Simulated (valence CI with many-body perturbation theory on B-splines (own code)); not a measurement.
**Xe²⁰⁺: E2, M1, M2 decay**

Level of theory: configuration interaction combined with many-body perturbation theory (CI+MBPT): six valence electrons over a frozen Dirac-Fock core [Ar] 3d10, a basis of 9 s, 9 p, 8 d, 6 f, 3 g, 1 h functions for each j, with the one-electron correlation potential Σ1 (screened to all orders), the two-electron term Σ2, the three-electron term Σ3, Breit, model QED; selected single and double excitations, second order for the rest, scaled by the run's own slope (own B-spline code, finite nucleus).

No measured levels were compared; by estimate levels hold to about 250 cm⁻¹ or 0.2 % of their energy and the worst to 1 %, as in measured heavy ions of charge 2 to 7; those with d or f electrons hold less well. Among the levels kept, up to 990 cm⁻¹ of a level comes from second order outside the variational space, and about a tenth of that is noise between levels of different J, which matters for small intervals.

Lines 1 to 28 of 28 in falling wavelength, among levels below 118.66 eV, chosen from the decays that carry over 1 % of a level's rate. Wavelengths and rates use the calculated energies, so an error of 1000 cm⁻¹ moves a line at 3262 Å by 3.3 % and its rate by three times that or more. Electric multipoles are in the length gauge, E1 and E2 with the static RPA response of the core. Weak lines are less certain than strong ones. Lines between different terms over intervals too small for the method are left out, as are lines whose strength nearly cancels. Branching is blank where the lifetime is uncertain.

Levels are named by their leading jj configuration (3d3/2^4 stands for four electrons in 3d with j = 3/2), which in mixed levels can hold well under half, so a name can repeat and another be missing. Letters in brackets count levels of one name in rising energy.

| λ vac (Å) | Upper | Lower | Type | A (s⁻¹) | Branch % |
| --- | --- | --- | --- | --- | --- |
| 4850 | (4s^2 4p1/2^2 4p3/2 4d5/2) J=4 | (4s^2 4p1/2^2 4p3/2 4d3/2) J=3 | M1 | 1.36e+02 | 16.1 |
| 3262 | (4s^2 4p1/2 4p3/2^2 4d5/2) J=4 [b] | (4s^2 4p1/2 4p3/2^2 4d5/2) J=3 [a] | M1 | 6.75e+01 |  |
| 3115 | (4s^2 4p1/2 4p3/2^2 4d5/2) J=5 | (4s^2 4p1/2 4p3/2^2 4d5/2) J=4 [a] | M1 | 4.42e+02 |  |
| 2552 | (4s^2 4p1/2^2 4p3/2^2) J=0 | (4s^2 4p1/2^2 4p3/2^2) J=2 | E2 | 1.71e+00 | 100.0 |
| 2377 | (4s^2 4p1/2 4p3/2^2 4d5/2) J=4 [b] | (4s^2 4p1/2 4p3/2^2 4d3/2) J=3 [a] | M1 | 3.18e+02 |  |
| 1794 | (4s^2 4p1/2 4p3/2^2 4d5/2) J=4 [a] | (4s^2 4p1/2^2 4p3/2 4d5/2) J=3 | M1 | 2.29e+03 | 12.9 |
| 1548 | (4s^2 4p1/2 4p3/2^2 4d3/2) J=4 | (4s^2 4p1/2^2 4p3/2 4d5/2) J=3 | M1 | 4.95e+02 | 4.8 |
| 1242 | (4s^2 4p1/2 4p3/2^2 4d5/2) J=4 [b] | (4s^2 4p1/2^2 4p3/2 4d5/2) J=3 | M1 | 1.29e+03 |  |
| 1235 | (4s^2 4p1/2 4p3/2^3) J=1 | (4s^2 4p1/2^2 4p3/2^2) J=0 | M1 | 4.68e+03 | 13.6 |
| 935.7 | (4s^2 4p1/2 4p3/2^2 4d5/2) J=4 [a] | (4s^2 4p1/2^2 4p3/2 4d5/2) J=4 | M1 | 1.50e+04 | 84.4 |
| 864.2 | (4s^2 4p1/2 4p3/2^2 4d3/2) J=4 | (4s^2 4p1/2^2 4p3/2 4d5/2) J=4 | M1 | 3.92e+03 | 37.6 |
| 832.5 | (4s^2 4p1/2 4p3/2^3) J=1 | (4s^2 4p1/2^2 4p3/2^2) J=2 | M1 | 2.97e+04 | 86.0 |
| 759.5 | (4s^2 4p1/2 4p3/2^2 4d5/2) J=4 [b] | (4s^2 4p1/2^2 4p3/2 4d5/2) J=4 | M1 | 2.13e+03 |  |
| 759.5 | (4s^2 4p1/2 4p3/2^2 4d5/2) J=4 [b] | (4s^2 4p1/2^2 4p3/2 4d5/2) J=4 | E2 | 8.16e+01 |  |
| 733.5 | (4s^2 4p1/2 4p3/2^2 4d3/2) J=4 | (4s^2 4p1/2^2 4p3/2 4d3/2) J=3 | M1 | 5.69e+03 | 54.7 |
| 719.5 | (4s^2 4p1/2 4p3/2^2 4d5/2) J=5 | (4s^2 4p1/2^2 4p3/2 4d5/2) J=4 | M1 | 4.98e+03 |  |
| 719.5 | (4s^2 4p1/2 4p3/2^2 4d5/2) J=5 | (4s^2 4p1/2^2 4p3/2 4d5/2) J=4 | E2 | 1.35e+02 |  |
| 715.8 | (4s^2 4p3/2^4) J=0 | (4s^2 4p1/2 4p3/2^3) J=2 | E2 | 1.34e+03 | 1.1 |
| 697.8 | (4s^2 4p1/2 4p3/2^3) J=2 | (4s^2 4p1/2^2 4p3/2^2) J=2 | M1 | 2.15e+04 | 98.1 |
| 697.8 | (4s^2 4p1/2 4p3/2^3) J=2 | (4s^2 4p1/2^2 4p3/2^2) J=2 | E2 | 3.46e+02 | 1.6 |
| 656.7 | (4s^2 4p1/2 4p3/2^2 4d5/2) J=4 [b] | (4s^2 4p1/2^2 4p3/2 4d3/2) J=3 | M1 | 7.35e+01 |  |
| 625.9 | (4s^2 4p1/2 4p3/2^2 4d5/2) J=4 [b] | (4s^2 4p1/2^2 4p3/2 4d3/2) J=2 | E2 | 8.59e+01 |  |
| 613.9 | (4s^2 4p3/2^4) J=0 | (4s^2 4p1/2 4p3/2^3) J=1 | M1 | 1.18e+05 | 98.8 |
| 603.7 | (4s^2 4p1/2^2 4p3/2 4d5/2) J=4 | (4s 4p1/2^2 4p3/2^3) J=2 | E2 | 1.95e+01 | 2.3 |
| 336.4 | (4s^2 4p1/2 4p3/2^2 4d5/2) J=4 [b] | (4s 4p1/2^2 4p3/2^3) J=2 | E2 | 8.19e+01 |  |
| 145.3 | (4s^2 4p1/2 4p3/2^2 4d5/2) J=4 [b] | (4s^2 4p1/2 4p3/2^3) J=2 | M2 | 7.83e+02 |  |
| 142.9 | (4s^2 4p1/2^2 4p3/2 4d5/2) J=4 | (4s^2 4p1/2^2 4p3/2^2) J=2 | M2 | 6.85e+02 | 81.1 |
| 120.3 | (4s^2 4p1/2 4p3/2^2 4d5/2) J=4 [b] | (4s^2 4p1/2^2 4p3/2^2) J=2 | M2 | 6.27e+01 |  |
